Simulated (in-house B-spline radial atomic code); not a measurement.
## The tungsten ion W⁸⁺: [Kr] 4d10 4f14 5s2 5p4

Level of theory: Dirac-Kohn-Sham B97-1, spherical fractional occupations, exact exchange averaged over the configuration, Fermi nucleus of rms radius 5.3658 fm; calculated with an all-electron radial atomic-structure program (B-spline basis).

Screening seen three ways: the hydrogenic charge with the same mean radius, Z_r = [3n² - l(l+1)]/(2<r>), the one with the same energy, Z_e = n√(-2ε), and Slater's rules. Values are occupation-weighted means over j. An effective charge above Z reflects the relativistic contraction of the inner shells.

```json
{"shell": "1s", "electrons": "2", "ε (eV)": "-69615", "<r> (bohr)": "0.01835", "Z_r": "81.75", "Z_e": "71.53", "Slater": "73.70"}
{"shell": "2s", "electrons": "2", "ε (eV)": "-12139", "<r> (bohr)": "0.07694", "Z_r": "77.98", "Z_e": "59.74", "Slater": "69.85"}
{"shell": "2p", "electrons": "6", "ε (eV)": "-10708", "<r> (bohr)": "0.06897", "Z_r": "72.50", "Z_e": "56.11", "Slater": "69.85"}
{"shell": "3s", "electrons": "2", "ε (eV)": "-2900.1", "<r> (bohr)": "0.2005", "Z_r": "67.33", "Z_e": "43.80", "Slater": "62.75"}
{"shell": "3p", "electrons": "6", "ε (eV)": "-2468.6", "<r> (bohr)": "0.2003", "Z_r": "62.39", "Z_e": "40.41", "Slater": "62.75"}
{"shell": "3d", "electrons": "10", "ε (eV)": "-1936.5", "<r> (bohr)": "0.1824", "Z_r": "57.58", "Z_e": "35.79", "Slater": "52.85"}
{"shell": "4s", "electrons": "2", "ε (eV)": "-698.86", "<r> (bohr)": "0.4496", "Z_r": "53.39", "Z_e": "28.67", "Slater": "46.25"}
{"shell": "4p", "electrons": "6", "ε (eV)": "-555.32", "<r> (bohr)": "0.4768", "Z_r": "48.24", "Z_e": "25.55", "Slater": "46.25"}
{"shell": "4d", "electrons": "10", "ε (eV)": "-363.91", "<r> (bohr)": "0.5111", "Z_r": "41.09", "Z_e": "20.69", "Slater": "34.85"}
{"shell": "5s", "electrons": "2", "ε (eV)": "-194.86", "<r> (bohr)": "1.026", "Z_r": "36.55", "Z_e": "18.92", "Slater": "17.05"}
{"shell": "5p", "electrons": "4", "ε (eV)": "-155.67", "<r> (bohr)": "1.148", "Z_r": "31.80", "Z_e": "16.91", "Slater": "17.05"}
{"shell": "4f", "electrons": "14", "ε (eV)": "-154.83", "<r> (bohr)": "0.5887", "Z_r": "30.57", "Z_e": "13.49", "Slater": "23.45"}
```

The least bound orbital is 5p3/2 at -151.7 eV, and it is also the most diffuse (<r> = 1.172 bohr). The part-filled 5p shell lies below the filled 4f shell in orbital energy.

Spin-orbit splittings of the orbital energies (j = l + 1/2 above j = l - 1/2 when positive): 2p 1353 eV, 3p 293.6 eV, 3d 63.76 eV, 4p 68.28 eV, 4d 12.64 eV, 5p 11.95 eV, 4f 2.325 eV.

For the 1s electron the small component carries 7.79 % of the norm, the zero-frequency Breit interaction raises the level by 243.3 eV, self-energy by 152.1 eV, and vacuum polarisation lowers it by 28.78 eV.
